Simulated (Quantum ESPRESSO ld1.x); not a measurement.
Problem. The mean radii <r> (bohr) of the occupied orbitals of an atom or ion are listed with their occupations. Calculated with ld1.x of Quantum ESPRESSO 7.5: Dirac Kohn-Sham, PW91, spin-unpolarised, spherical densities, point nucleus.

| orbital | occ. | <r> |
|---|---|---|
| 1s1/2 | 2 | 0.01803 |
| 2s1/2 | 2 | 0.07558 |
| 2p1/2 | 2 | 0.06246 |
| 2p3/2 | 4 | 0.07054 |
| 3s1/2 | 2 | 0.1969 |
| 3p1/2 | 2 | 0.1870 |
| 3p3/2 | 4 | 0.2019 |
| 3d3/2 | 4 | 0.1765 |
| 3d5/2 | 6 | 0.1811 |
| 4s1/2 | 2 | 0.4387 |
| 4p1/2 | 2 | 0.4429 |
| 4p3/2 | 4 | 0.4755 |
| 4d3/2 | 4 | 0.4884 |
| 4d5/2 | 6 | 0.4992 |
| 5s1/2 | 2 | 1.004 |
| 4f5/2 | 6 | 0.5479 |
| 5p1/2 | 2 | 1.088 |
| 4f7/2 | 6 | 0.5549 |
| 5p3/2 | 4 | 1.177 |
| 5d3/2 | 4 | 1.555 |
| 5d5/2 | 1 | 1.602 |
| 6s1/2 | 1 | 2.580 |
| 6p1/2 | 2 | 3.121 |

Name the element and its charge. Open shells, if any, fill j = l - 1/2 first.

Solution. Z = 75, rhenium, charge +1: Re+ in [Xe] 4f12 5d5 6s1 6p2. The 1s radius gives Z: for a bare nucleus <r> = (2 gamma + 1)/(2Z) with gamma = sqrt(1 - (Z/c)^2), 0.01783 bohr for Z = 75, and screening makes it slightly larger (0.01803 here). The occupations add up to 74, and the charge is Z minus that.
